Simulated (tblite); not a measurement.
Species: C3H11FPSi2 (doublet state).
SMILES with atom numbers: `[CH3:1][CH2:2][CH2:3][Si:4]([F:5])[PH:6][SiH3:7]` (hydrogens: H8, H9, H10 on C1; H11, H12 on C2; H13, H14 on C3; H15 on P6; H16, H17, H18 on Si7)

Computed with GFN2-xTB (tblite), gas phase: L-BFGS steps from a force-field or distance-geometry start until the largest atomic force falls under 0.01 eV/Å.

Step 66: E = -619.2874 eV
```
atom  x, y, z in Å  |  force x, y, z in eV/Å
C1     -2.1849    1.1988   -0.3481   -0.005   0.010   0.005
C2     -2.4013   -0.2746   -0.0344   -0.005   0.007   0.008
C3     -1.2351   -1.1374   -0.5036   -0.004   0.016  -0.006
Si4     0.4687   -0.6506    0.2472    0.000  -0.034   0.008
F5      0.8250   -1.9176    1.2250    0.004  -0.013   0.008
P6      2.0604   -0.7372   -1.3281    0.012   0.013   0.022
Si7     3.6872    0.5040   -0.4238   -0.001   0.018   0.002
H8     -1.2614    1.5444    0.1165   -0.022   0.024  -0.012
H9     -2.1108    1.3529   -1.4229    0.015  -0.001   0.015
H10    -3.0085    1.8006    0.0292   -0.014  -0.013  -0.013
H11    -3.3204   -0.6083   -0.5240    0.001  -0.037   0.029
H12    -2.5302   -0.4063    1.0416   -0.018   0.027   0.007
H13    -1.4338   -2.1823   -0.2544    0.008   0.017  -0.016
H14    -1.1580   -1.0691   -1.5913    0.013  -0.009  -0.005
H15     1.4860    0.2926   -2.0486    0.036   0.006  -0.036
H16     4.0167   -0.0341    0.8922   -0.014  -0.041  -0.002
H17     3.2548    1.8953   -0.2888   -0.011   0.027   0.008
H18     4.8369    0.4352   -1.3249    0.005  -0.017  -0.022
```

Step 67: E = -619.2878 eV
```
atom  x, y, z in Å  |  force x, y, z in eV/Å
C1     -2.1860    1.1983   -0.3490   -0.007   0.002   0.000
C2     -2.4009   -0.2749   -0.0323   -0.009   0.011   0.004
C3     -1.2351   -1.1365   -0.5048   -0.011   0.016  -0.004
Si4     0.4678   -0.6512    0.2470    0.010  -0.004  -0.008
F5      0.8251   -1.9157    1.2258    0.007  -0.034   0.021
P6      2.0611   -0.7365   -1.3274   -0.018   0.017   0.001
Si7     3.6866    0.5031   -0.4231    0.031   0.026   0.013
H8     -1.2632    1.5446    0.1151   -0.006   0.032  -0.005
H9     -2.1104    1.3489   -1.4243    0.009   0.002   0.019
H10    -3.0098    1.8008    0.0262   -0.018  -0.015  -0.014
H11    -3.3214   -0.6091   -0.5189    0.000  -0.041   0.028
H12    -2.5264   -0.4059    1.0442   -0.019   0.030   0.006
H13    -1.4337   -2.1818   -0.2580    0.006   0.009  -0.016
H14    -1.1591   -1.0649   -1.5922    0.014  -0.012  -0.007
H15     1.4871    0.2937   -2.0504    0.046  -0.015  -0.019
H16     4.0180   -0.0363    0.8928   -0.018  -0.035  -0.015
H17     3.2550    1.8946   -0.2864   -0.010   0.026   0.009
H18     4.8365    0.4351   -1.3255   -0.008  -0.016  -0.012
```

Step 68: E = -619.2884 eV
```
atom  x, y, z in Å  |  force x, y, z in eV/Å
C1     -2.1882    1.1976   -0.3504   -0.009  -0.008  -0.007
C2     -2.4006   -0.2750   -0.0293   -0.011   0.014  -0.001
C3     -1.2353   -1.1348   -0.5062   -0.014   0.012   0.000
Si4     0.4672   -0.6521    0.2466    0.020   0.031  -0.023
F5      0.8259   -1.9138    1.2267    0.008  -0.053   0.031
P6      2.0624   -0.7357   -1.3264   -0.045   0.021  -0.023
Si7     3.6864    0.5024   -0.4218    0.062   0.032   0.023
H8     -1.2661    1.5460    0.1123    0.010   0.039   0.006
H9     -2.1107    1.3439   -1.4263    0.000   0.006   0.022
H10    -3.0123    1.8008    0.0225   -0.021  -0.015  -0.017
H11    -3.3226   -0.6113   -0.5113   -0.001  -0.041   0.025
H12    -2.5217   -0.4044    1.0480   -0.015   0.030   0.002
H13    -1.4331   -2.1808   -0.2632    0.002  -0.003  -0.012
H14    -1.1602   -1.0596   -1.5934    0.012  -0.010  -0.007
H15     1.4903    0.2951   -2.0530    0.054  -0.036   0.002
H16     4.0194   -0.0407    0.8933   -0.022  -0.026  -0.031
H17     3.2546    1.8939   -0.2828   -0.006   0.020   0.010
H18     4.8361    0.4348   -1.3265   -0.023  -0.013   0.003
```

Problem. Estimate the geometry and energy of step 69. (The exact step hangs on the optimiser's Hessian estimate; all steps are aligned on step 68, rigid shifts and turns removed.)

Solution. E = -619.2895 eV, largest force 0.097 eV/Å
```
atom  x, y, z in Å  |  force x, y, z in eV/Å
C1     -2.1933    1.1969   -0.3535   -0.008  -0.018  -0.014
C2     -2.4002   -0.2746   -0.0236   -0.009   0.014  -0.010
C3     -1.2355   -1.1311   -0.5081   -0.010   0.000   0.006
Si4     0.4675   -0.6529    0.2450    0.029   0.065  -0.033
F5      0.8286   -1.9117    1.2266    0.004  -0.066   0.035
P6      2.0648   -0.7351   -1.3261   -0.063   0.026  -0.046
Si7     3.6875    0.5006   -0.4189    0.086   0.035   0.029
H8     -1.2719    1.5506    0.1052    0.022   0.044   0.019
H9     -2.1151    1.3356   -1.4305   -0.016   0.011   0.026
H10    -3.0185    1.8004    0.0166   -0.022  -0.016  -0.022
H11    -3.3247   -0.6167   -0.4966   -0.002  -0.035   0.018
H12    -2.5135   -0.4000    1.0552   -0.006   0.029  -0.006
H13    -1.4317   -2.1785   -0.2714   -0.004  -0.016  -0.004
H14    -1.1615   -1.0509   -1.5952    0.004  -0.002  -0.003
H15     1.4983    0.2974   -2.0569    0.055  -0.057   0.022
H16     4.0222   -0.0501    0.8938   -0.024  -0.013  -0.048
H17     3.2524    1.8914   -0.2752    0.004   0.007   0.011
H18     4.8360    0.4350   -1.3275   -0.039  -0.006   0.021
```

The energy changes by -0.0010 eV. The first-order estimate −F·Δx gives -0.0013 eV and the mean of the old and new forces, exact on a quadratic surface, -0.0010 eV. The step makes an angle of 77° with the force vector and moves no atom by more than 0.016 Å.

What follows is the cost of the whole relaxation. On one thread, Arm Neoverse V2 (aarch64), on a shared host, this took 1.7 s.
